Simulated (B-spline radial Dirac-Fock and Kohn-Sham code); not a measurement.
## Magnetic form factor of the 4f shell of Re²⁵⁺

System: Re²⁵⁺, [Kr] 4d10 4f4.

The run's input, task.json:

```json
{"items": [{
  "Z": 75,
  "q": 25,
  "cfg": [[1, 0, 2], [2, 0, 2], [2, 1, 6], [3, 0, 2], [3, 1, 6], [3, 2, 10], [4, 0, 2], [4, 1, 6], [4, 2, 10], [4, 3, 4]],
  "A": 187,
  "rrms": 5.3698,
  "do": ["scatter"],
  "s": [0.0, 0.05, 0.1, 0.15, 0.2, 0.25, 0.3, 0.35, 0.4, 0.45, 0.5, 0.6, 0.7, 0.8, 0.9, 1.0, 1.1, 1.2, 1.4, 1.6, 1.8, 2.0, 2.5, 3.0, 3.5, 4.0, 5.0, 6.0],
  "pz": [0, 0.1, 0.2, 0.3, 0.4, 0.5, 0.6, 0.8, 1.0, 1.2, 1.4, 1.6, 1.8, 2.0, 2.5, 3.0, 4.0, 5.0, 7.0, 10.0, 15.0, 20.0, 30.0, 40.0, 60.0, 100.0],
  "hv_scatter": [1000, 2000, 8047.8, 10000, 17479.3, 20000, 50000, 100000]
}]}
```

Command: `python xray_run.py task.json out`

Model: relativistic Hartree-Fock (Dirac-Fock) wave functions, averaged over the configuration. Program: an atomic code on a B-spline grid. ⟨j_K⟩ is the integral of the 4f radial density with the spherical Bessel function j_K(4πsr), s = sin θ/λ.

Hund's rules give S = 2, L = 6, J = 4 for 4f4, so g = 0.600, and the dipole approximation is F = ⟨j0⟩ + C₂⟨j2⟩ with C₂ = (2 − g)/g = 2.333.

```
s (Å⁻¹)     ⟨j0⟩    ⟨j2⟩    ⟨j4⟩    ⟨j6⟩  F (dipole)
      0   1.0000  0.0000  0.0000  0.0000      1.0000
   0.05   0.9958  0.0017  0.0000  0.0000      0.9997
    0.1   0.9832  0.0067  0.0000  0.0000      0.9988
   0.15   0.9627  0.0148  0.0001  0.0000      0.9972
    0.2   0.9346  0.0258  0.0003  0.0000      0.9948
   0.25   0.8997  0.0392  0.0007  0.0000      0.9912
    0.3   0.8587  0.0547  0.0013  0.0000      0.9863
   0.35   0.8127  0.0717  0.0024  0.0001      0.9799
    0.4   0.7626  0.0896  0.0039  0.0001      0.9716
   0.45   0.7094  0.1079  0.0059  0.0002      0.9612
    0.5   0.6542  0.1262  0.0085  0.0004      0.9486
    0.6   0.5416  0.1605  0.0157  0.0010      0.9160
    0.7   0.4319  0.1892  0.0254  0.0022      0.8734
    0.8   0.3307  0.2102  0.0371  0.0041      0.8212
    0.9   0.2415  0.2227  0.0502  0.0070      0.7611
      1   0.1663  0.2267  0.0637  0.0109      0.6952
    1.1   0.1054  0.2231  0.0768  0.0158      0.6260
    1.2   0.0580  0.2134  0.0886  0.0215      0.5559
    1.4  -0.0025  0.1819  0.1061  0.0345      0.4219
    1.6  -0.0298  0.1437  0.1139  0.0475      0.3056
```

Radial moments of the shell: ⟨r²⟩ = 0.2295, ⟨r⁴⟩ = 0.08724, ⟨r⁶⟩ = 0.04991 in powers of bohr.

Values without a named source are computed, but for edge energies of neutral atoms, which are taken from tables.
